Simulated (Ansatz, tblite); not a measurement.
Forces on the cluster Co2Si5 at its PBE-D4/def2-SVP geometry. Charge 0, multiplicity 1.

The xTB rows come from tblite. This restricted singlet of an open-shell metal (gap down to 0.31 eV) wasn't tested against broken symmetry. No other spin state of charge 0 was run. Another isomer (quintet) lies 1.27 eV lower at PBE0-D4/def2-TZVP; other spin states weren't run for this one.

GFN1-xTB (tblite), largest force 2.32 eV/Å:

```xyz
7
positions Å, forces eV/Å
Co    0.418    1.740   -0.226    1.923    1.235    0.400
Co   -1.401   -1.109   -0.247   -0.311   -2.274    0.367
Si    0.498   -0.304   -1.409    0.080   -0.065    0.284
Si   -1.509    0.968   -0.716   -1.378    0.891   -0.646
Si    0.600   -1.783    0.577   -0.620   -0.376   -0.140
Si   -0.471    0.288    1.423    0.230   -0.138   -0.146
Si    1.864    0.201    0.599    0.077    0.726   -0.119
```

GFN2-xTB (tblite), largest force 2.84 eV/Å:

```
Co 0.977 -0.013 0.329
Co 0.419 -0.888 0.330
Si 0.203 -0.138 -0.527
Si -2.222 1.432 -1.046
Si -0.283 -1.316 0.158
Si -0.153 0.104 0.541
Si 1.060 0.818 0.216
```

PBE-D4/def2-TZVP (Ansatz), largest force 0.43 eV/Å:

```
Co 0.239 0.355 0.013
Co -0.220 -0.371 0.001
Si -0.022 0.007 0.169
Si -0.081 0.055 -0.040
Si 0.078 0.126 0.000
Si 0.085 -0.051 -0.141
Si -0.080 -0.123 -0.004
```
